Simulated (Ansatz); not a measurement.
Cost and result for the atomization energy of `C[SiH2][SiH](O)O` (13 atoms, 12 bonds).

Z-matrix (Å, degrees):
```
C
Si 1 1.877
H 1 1.092 2 110.2
H 1 1.092 2 111.0 3 -120.2
H 1 1.092 2 110.9 3 119.6
Si 2 2.337 1 111.0 3 -58.4
H 2 1.490 1 110.5 3 62.4
H 2 1.491 1 110.4 3 -178.8
O 6 1.649 2 105.1 1 49.6
O 6 1.650 2 108.7 1 170.9
H 6 1.498 2 114.6 1 -69.4
H 9 0.958 6 118.6 2 -171.1
H 10 0.958 6 117.8 2 146.8
```

Charge 0, multiplicity 1. The geometry is a stationary point of PBE0-D4/def2-TZVP. It is one conformer, not always the lowest. Program: Ansatz. All runs use 2 threads of an AMD EPYC 7R13 on a shared host and a share of an NVIDIA H100 80 GB. Times are those of one run each, without the atoms' runs, and a repeat can differ threefold. Electronic energies, without spin–orbit coupling; frozen cores. CCSD(T)/CBS adds CCSD(T) − MP2 in def2-TZVPP to the MP2 limit, and its time is that of the two runs behind it. T1 = 0.012. B3LYP takes the VWN-RPA correlation (the form of Gaussian; ORCA's B3LYP/G).

CCSD(T)/CBS is a level of theory with its own doubt, some kJ/mol a heavy atom from the limit and from the frozen cores, so smaller differences don't rank the functionals.

```json
{"level": "B3LYP-D4/def2-TZVPP (with forces)", "functions": "289", "wall time": "3 s", "atomization (kcal/mol)": "1113.8", "difference from CCSD(T)/CBS": "-7.7", "per bond": "-0.6"}
{"level": "PBE-D4/def2-TZVPP (with forces)", "functions": "289", "wall time": "3 s", "atomization (kcal/mol)": "1121.5", "difference from CCSD(T)/CBS": "0.0", "per bond": "0.0"}
{"level": "r2SCAN-D4/def2-TZVPP (with forces)", "functions": "289", "wall time": "3.7 s", "atomization (kcal/mol)": "1117.3", "difference from CCSD(T)/CBS": "-4.2", "per bond": "-0.3"}
{"level": "B2PLYP/def2-TZVPP", "functions": "289", "wall time": "4.5 s", "atomization (kcal/mol)": "1103.0", "difference from CCSD(T)/CBS": "-18.5", "per bond": "-1.5"}
{"level": "ωB97X-V/def2-TZVPP", "functions": "289", "wall time": "4.7 s", "atomization (kcal/mol)": "1121.3", "difference from CCSD(T)/CBS": "-0.2", "per bond": "0.0"}
{"level": "MP2/def2-QZVPP", "functions": "551", "wall time": "5.5 s", "atomization (kcal/mol)": "1121.4", "difference from CCSD(T)/CBS": "-0.1", "per bond": "0.0"}
{"level": "PBE0-D4/def2-TZVPP", "functions": "289", "wall time": "7.5 s", "atomization (kcal/mol)": "1106.5", "difference from CCSD(T)/CBS": "-15.0", "per bond": "-1.2"}
{"level": "CCSD(T)/def2-TZVPP", "functions": "289", "wall time": "9.5 s", "atomization (kcal/mol)": "1090.4", "difference from CCSD(T)/CBS": "-31.1", "per bond": "-2.6"}
{"level": "ωB97M-V/def2-TZVPP (with forces)", "functions": "289", "wall time": "9.5 s", "atomization (kcal/mol)": "1118.8", "difference from CCSD(T)/CBS": "-2.7", "per bond": "-0.2"}
{"level": "CCSD(T)/CBS(def2)", "functions": "–", "wall time": "15 s", "atomization (kcal/mol)": "1121.5", "difference from CCSD(T)/CBS": "0.0", "per bond": "0.0"}
```

From PBE to PBE0 (25 % exact exchange), in def2-TZVPP and without D4, the atomization energy moves by −14.0 kcal/mol: exact exchange takes away binding that semilocal exchange gives to molecules. The D4 term adds +10.3 kcal/mol with B3LYP and +5.5 kcal/mol with PBE0; it sums over pairs of atoms, weighted by their polarisabilities, and B3LYP, whose exchange is more repulsive, gets the larger term. In def2-TZVPP, CCSD(T) changes the Hartree–Fock value by +267.6 kcal/mol (the triples alone add +13.4 kcal/mol) and MP2 by +280.0 kcal/mol; breaking electron pairs costs correlation energy, which Hartree–Fock lacks.
